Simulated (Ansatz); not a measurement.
Consider the cleavage of the Si–Si bond: `[SiH3][Si@H]1O[C@@H]1Br` + `N=CCl` → `[SiH3]/N=C/Cl` + `BrC1O[SiH2]1`.

Calculated with Ansatz (gas phase, PBE0-D4/def2-TZVP geometries, no zero-point term in ΔE). CCSD(T)/CBS adds triple-zeta CCSD(T) − MP2 to the extrapolated MP2 energy (def2 sets, frozen cores). This one scheme is used for every species. DFT in def2-TZVPP. For Br outer-core shells are correlated without core-valence functions, which leaves a few kJ/mol of doubt a bond. Scalar relativity is left out up to krypton. Each species was taken in one conformer, which may not be the lowest.

`[SiH3][Si@H]1O[C@@H]1Br`:

```xyz
10

Si   -1.338   -0.693   -1.178
Si   -0.187    0.552    0.422
O     0.599   -0.350    1.619
C     1.569    0.281    0.800
Br    2.619    1.639    1.693
H    -2.613   -1.199   -0.606
H    -1.635    0.179   -2.345
H    -0.480   -1.830   -1.596
H    -0.787    1.822    0.891
H     2.252   -0.400    0.302
```

`N=CCl`:

Cartesian coordinates in Å:
```
N -0.410 0.270 -0.862
C 0.114 0.012 0.240
Cl 0.610 1.278 1.309
H -0.639 -0.591 -1.358
H 0.325 -0.968 0.670
```

`[SiH3]/N=C/Cl`:

```xyz
8

Si    0.166   -0.990    0.726
N     0.252   -0.043   -0.732
C    -0.170    1.112   -0.867
Cl   -0.037    1.984   -2.375
H    -0.490   -0.242    1.837
H    -0.609   -2.216    0.420
H     1.551   -1.347    1.112
H    -0.663    1.743   -0.121
```

`BrC1O[SiH2]1`:

Z-matrix (Å, degrees):
```
C
O 1 1.428
Si 1 1.806 2 61.2
Br 1 1.934 2 114.5 3 113.5
H 1 1.085 2 114.2 3 -120.8
H 3 1.475 1 120.1 2 100.6
H 3 1.477 1 122.9 2 -96.7
```

```tsv
level	ΔE (kJ/mol)
r2SCAN	-37.4
PBE0	-29.4
MP2/def2-TZVPP	-50.3
HF/def2-QZVPP	-59.6
```

**Question.** What does CCSD(T)/CBS give? (Best estimate.)

**Answer.** The calculation gave: -40.0 kJ/mol. The listed levels differ from it by 2.6, 10.6, -10.3, -19.6 kJ/mol.

Largest T1 diagnostic among the species: 0.013.

From BLYP to BHLYP (50 % exact exchange), in def2-TZVPP and without D4, ΔE moves by −9.6 kJ/mol. Leaving LDA and LC-ωPBE aside and taking each functional with its dispersion term where it has one, the values, not all of them listed here, spread over 23.8 kJ/mol, from BHLYP-D4 to PBE-D4.
